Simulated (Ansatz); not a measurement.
Mulliken charges of ClH$_{4}$O$_{4}$Ta, SMILES `[OH][Ta]([OH])([OH])([OH])[Cl]` from PBE/def2-TZVPP in Ansatz (PBE0-D4/def2-TZVP geometry).

```csv
atom,x (Å),y (Å),z (Å),charge (e)
O1,-1.154,-0.989,-1.129,-0.326
Ta2,0.084,-0.103,0.009,0.883
O3,1.232,-1.557,0.136,-0.299
O4,-0.259,-0.021,1.877,-0.327
O5,1.391,1.050,-0.751,-0.327
Cl6,-1.428,1.817,-0.159,-0.412
H7,-1.946,-0.549,-1.446,0.205
H8,1.826,-2.300,0.199,0.193
H9,-0.845,0.642,2.250,0.205
H10,1.183,1.959,-0.982,0.205
```

Task: By hand: the dipole of these point charges (1 e Å = 4.8032 D).

Result: Σ q r = (0.323, -0.411, 0.035) e Å, of length 0.524 e Å = 2.52 D.

Task: How does the dipole of the full density compare? (An estimate is asked.)

Result: Ansatz gave: (0.204, -0.257, 0.022) e Å, 1.58 D; the point charges give 1.59 times that, at 0° from its direction.

Point charges leave out the atoms' own dipoles, such as those of lone pairs, and Mulliken's split depends on the basis, so the two needn't agree.
